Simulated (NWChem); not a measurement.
All runs are NWChem calculations. System: AlCl₂F, charge 0, spin multiplicity 1, at a geometry optimised with B3LYP/def2-SVP. The structure started from a generated list of species. Level: RHF/6-311++G** (spherical d).

Part of the output:

```
             Northwest Computational Chemistry Package (NWChem) 7.3.0
             --------------------------------------------------------

                                NWChem Input Module
                                -------------------

 Scaling coordinates for geometry "geometry" by  1.889725989
 (inverse scale =  0.529177249)

 Turning off AUTOSYM since
 SYMMETRY directive was detected!

                             Geometry "geometry" -> ""
                             -------------------------

 Output coordinates in angstroms (scale by  1.889725989 to convert to a.u.)

  No.       Tag          Charge          X              Y              Z
 ---- ---------------- ---------- -------------- -------------- --------------
    1 Al                  13.0000     0.00000000     0.00000000     0.34468200
    2 F                    9.0000     0.00000000     0.00000000     1.99776000
    3 Cl                  17.0000     1.82097400     0.00000000    -0.66060900
    4 Cl                  17.0000    -1.82097400     0.00000000    -0.66060900

 Effective nuclear repulsion energy (a.u.)     242.1468324101

            Nuclear Dipole moment (a.u.)
            ----------------------------
        X                 Y               Z
 ---------------- ---------------- ----------------
     0.0000000000     0.0000000000     0.0000000000

      Symmetry information
      --------------------

 Group name             C2v
 Group number             16
 Group order               4
 No. of unique centers     3

      Symmetry unique atoms

     1    2    3


 Summary of "ao basis" -> "" (spherical)
 ------------------------------------------------------------------------------
       Tag                 Description            Shells   Functions and Types
 ---------------- ------------------------------  ------  ---------------------
 *                         6-311++g**                 on all atoms

 Summary of "ao basis" -> "ao basis" (spherical)
 ------------------------------------------------------------------------------
       Tag                 Description            Shells   Functions and Types
 ---------------- ------------------------------  ------  ---------------------
 Al                        6-311++g**               14       30   7s6p1d
 F                         6-311++g**               10       22   5s4p1d
 Cl                        6-311++g**               14       30   7s6p1d

                                 NWChem SCF Module
                                 -----------------

  ao basis        = "ao basis"
  functions       =   112
  atoms           =     4
  closed shells   =    28
  open shells     =     0
  charge          =   0.00
  wavefunction    = RHF
  use symmetry    = T
  symmetry adapt  = T

 Summary of "ao basis" -> "ao basis" (spherical)
 ------------------------------------------------------------------------------
       Tag                 Description            Shells   Functions and Types
 ---------------- ------------------------------  ------  ---------------------
 Al                        6-311++g**               14       30   7s6p1d
 F                         6-311++g**               10       22   5s4p1d
 Cl                        6-311++g**               14       30   7s6p1d

      Symmetry analysis of basis
      --------------------------

        a1         48
        a2         10
        b1         34
        b2         20

 Forming initial guess at       0.1s

      Superposition of Atomic Density Guess
      -------------------------------------

 Sum of atomic energies:       -1260.23846956

      Non-variational initial energy
      ------------------------------

 Total energy =   -1260.730632
 1-e energy   =   -2228.252054
 2-e energy   =     725.374590
 HOMO         =      -0.455988
 LUMO         =      -0.050209

      Symmetry analysis of molecular orbitals - initial
      -------------------------------------------------

  Numbering of irreducible representations:

     1 a1          2 a2          3 b1          4 b2

  Orbital symmetries:

     1 a1          2 b1          3 a1          4 a1          5 a1
     6 b1          7 a1          8 b1          9 a1         10 b2
    11 b1         12 a2         13 a1         14 a1         15 b1
[...]
         Quadratically convergent ROHF

 Convergence threshold     :          1.000E-07
 Maximum no. of iterations :          100
 Final Fock-matrix accuracy:          1.000E-09
 ----------------------------------------------

              iter       energy          gnorm     gmax       time
             ----- ------------------- --------- --------- --------
                 1    -1260.5673278436  1.05D+00  2.86D-01      0.9
                 2    -1260.6276691194  2.56D-01  7.29D-02      0.9
                 3    -1260.6324812762  1.59D-02  4.02D-03      1.1
                 4    -1260.6325128347  1.08D-04  2.32D-05      1.3
                 5    -1260.6325128365  8.93D-09  2.21D-09      1.6

       Final RHF  results
       ------------------

         Total SCF energy =  -1260.632512836500
      One-electron energy =  -2229.839057381107
      Two-electron energy =    727.059712134512
 Nuclear repulsion energy =    242.146832410095

        Time for solution =      0.8s

       Symmetry analysis of molecular orbitals - final
       -----------------------------------------------

  Numbering of irreducible representations:

     1 a1          2 a2          3 b1          4 b2

  Orbital symmetries:

     1 b1          2 a1          3 a1          4 a1          5 b1
     6 a1          7 b1          8 a1          9 a2         10 b2
    11 b1         12 a1         13 a1         14 b2         15 a1
    16 b1         17 a1         18 a1         19 b1         20 a1
    21 b1         22 b2         23 a1         24 b1         25 b2
    26 a1         27 a2         28 b1         29 a1         30 b2
    31 b1         32 a1         33 b2         34 a1         35 b1
    36 a1         37 a2         38 a1

             Final eigenvalues
             -----------------

              1
    1 -104.8504
    2 -104.8504
    3  -58.5913
    4  -26.2866
    5  -10.5778
    6  -10.5778
    7   -8.0455
    8   -8.0455
    9   -8.0437
   10   -8.0437
   11   -8.0435
   12   -8.0435
   13   -4.9969
   14   -3.3141
   15   -3.3132
   16   -3.3128
   17   -1.5716
   18   -1.1154
   19   -1.1033
   20   -0.7074
   21   -0.6575
   22   -0.6532
   23   -0.5918
   24   -0.5409
   25   -0.5058
   26   -0.5052
   27   -0.4901
   28   -0.4808
   29    0.0224
   30    0.0426
   31    0.0662
   32    0.0666
   33    0.0864
   34    0.1167
   35    0.1269
   36    0.1304
   37    0.1381
   38    0.1433

                       ROHF Final Molecular Orbital Analysis
                       -------------------------------------

 Vector   26  Occ=2.000000D+00  E=-5.052292D-01  Symmetry=a1
              MO Center= -2.1D-13,  2.0D-15, -6.1D-01, r^2= 4.3D+00
   Bfn.  Coefficient  Atom+Function         Bfn.  Coefficient  Atom+Function
  ----- ------------  ---------------      ----- ------------  ---------------
    70      0.375491  3 Cl pz               100      0.375491  4 Cl pz
    73      0.226763  3 Cl pz               103      0.226763  4 Cl pz
    61     -0.214421  3 Cl pz                91     -0.214421  4 Cl pz
    67      0.153546  3 Cl pz                97      0.153546  4 Cl pz

 Vector   27  Occ=2.000000D+00  E=-4.901495D-01  Symmetry=a2
              MO Center=  4.4D-15,  7.7D-16, -6.3D-01, r^2= 4.4D+00
   Bfn.  Coefficient  Atom+Function         Bfn.  Coefficient  Atom+Function
  ----- ------------  ---------------      ----- ------------  ---------------
    69      0.410651  3 Cl py                99     -0.410651  4 Cl py
    72      0.270241  3 Cl py               102     -0.270241  4 Cl py
    60     -0.233005  3 Cl py                90      0.233005  4 Cl py
    66      0.166040  3 Cl py                96     -0.166040  4 Cl py

 Vector   28  Occ=2.000000D+00  E=-4.808446D-01  Symmetry=b1
              MO Center=  2.3D-13, -7.4D-16, -6.0D-01, r^2= 4.5D+00
   Bfn.  Coefficient  Atom+Function         Bfn.  Coefficient  Atom+Function
  ----- ------------  ---------------      ----- ------------  ---------------
    70      0.333810  3 Cl pz               100     -0.333810  4 Cl pz
    68      0.253323  3 Cl px                98      0.253323  4 Cl px
    73      0.215034  3 Cl pz               103     -0.215034  4 Cl pz
    61     -0.186389  3 Cl pz                91      0.186389  4 Cl pz
    71      0.178999  3 Cl px               101      0.178999  4 Cl px

 Vector   29  Occ=0.000000D+00  E= 2.235436D-02  Symmetry=a1
              MO Center= -6.5D-14,  7.2D-15,  2.6D-01, r^2= 1.1D+01
   Bfn.  Coefficient  Atom+Function         Bfn.  Coefficient  Atom+Function
  ----- ------------  ---------------      ----- ------------  ---------------
    22      3.481503  1 Al s                 74     -1.753161  3 Cl s
   104     -1.753161  4 Cl s                 21     -1.185028  1 Al pz
     6      0.860235  1 Al s                 75      0.647234  3 Cl px
   105     -0.647234  4 Cl px                44     -0.241378  2 F  s
    25      0.215791  1 Al pz                77     -0.190088  3 Cl pz

 Vector   30  Occ=0.000000D+00  E= 4.262783D-02  Symmetry=b2
              MO Center=  8.1D-17, -1.1D-14,  5.8D-01, r^2= 1.3D+01
   Bfn.  Coefficient  Atom+Function         Bfn.  Coefficient  Atom+Function
  ----- ------------  ---------------      ----- ------------  ---------------
    24      2.653760  1 Al py                20     -1.622019  1 Al py
    17      0.500844  1 Al py                76     -0.216597  3 Cl py
   106     -0.216597  4 Cl py

 Vector   31  Occ=0.000000D+00  E= 6.619874D-02  Symmetry=b1
              MO Center=  2.9D-14,  2.7D-17,  9.3D-01, r^2= 2.1D+01
   Bfn.  Coefficient  Atom+Function         Bfn.  Coefficient  Atom+Function
  ----- ------------  ---------------      ----- ------------  ---------------
    23      5.270274  1 Al px                19     -4.772941  1 Al px
    16      0.380833  1 Al px                75     -0.349614  3 Cl px
   105     -0.349614  4 Cl px                74      0.197107  3 Cl s
   104     -0.197107  4 Cl s

 center of mass
 --------------
 x =   0.00000000 y =   0.00000000 z =   0.01716342

 moments of inertia (a.u.)
 ------------------
         391.176446103515           0.000000000000           0.000000000000
           0.000000000000        1219.340749919485           0.000000000000
           0.000000000000           0.000000000000         828.164303815970

  Mulliken analysis of the total density
  --------------------------------------

    Atom       Charge   Shell Charges
 -----------   ------   -------------------------------------------------------
    1 Al  13    12.21   0.79  1.18  0.98  1.01  0.61  0.07  2.11  3.82  0.53  0.50  0.05  0.07  0.13  0.34
    2 F    9     9.35   1.08  0.92  1.14  1.06  2.42  0.96  1.95 -0.17 -0.00  0.00
    3 Cl  17    17.22   0.78  1.19  0.91  1.08  0.96  1.07  7.41 -1.49  1.01  3.11  1.45 -0.10 -0.15  0.01
    4 Cl  17    17.22   0.78  1.19  0.91  1.08  0.96  1.07  7.41 -1.49  1.01  3.11  1.45 -0.10 -0.15  0.01

       Multipole analysis of the density wrt the origin
       ------------------------------------------------

     L   x y z        total         open         nuclear
     -   - - -        -----         ----         -------
     0   0 0 0     -0.000000      0.000000     56.000000

     1   1 0 0     -0.000000      0.000000      0.000000
     1   0 1 0     -0.000000      0.000000      0.000000
     1   0 0 1     -0.195492      0.000000      0.000000

     2   2 0 0    -35.296206      0.000000    402.609556
     2   1 1 0      0.000000      0.000000      0.000000
     2   1 0 1     -0.000000      0.000000      0.000000
     2   0 2 0    -28.367613      0.000000      0.000000
     2   0 1 1      0.000000      0.000000      0.000000
     2   0 0 2    -36.550543      0.000000    186.772461

 Task  times  cpu:        1.6s     wall:        1.6s

 Total times  cpu:        1.7s     wall:        1.7s
```

Question: Write an NWChem input that would produce this output.

Answer: This is not unique; one that fits is 
```
start mol
memory heap 200 mb stack 900 mb global 1100 mb
geometry units angstroms nocenter noautoz
  Al     0.000000     0.000000     0.344682
  F      0.000000     0.000000     1.997760
  Cl     1.820974     0.000000    -0.660609
  Cl    -1.820974     0.000000    -0.660609
  symmetry group C2v
end
basis spherical
  * library 6-311++g**
end
scf
  rhf
  nopen 0
  maxiter 100
  thresh 1e-7
  semidirect memsize 60000000 filesize 0
end
task scf energy
```
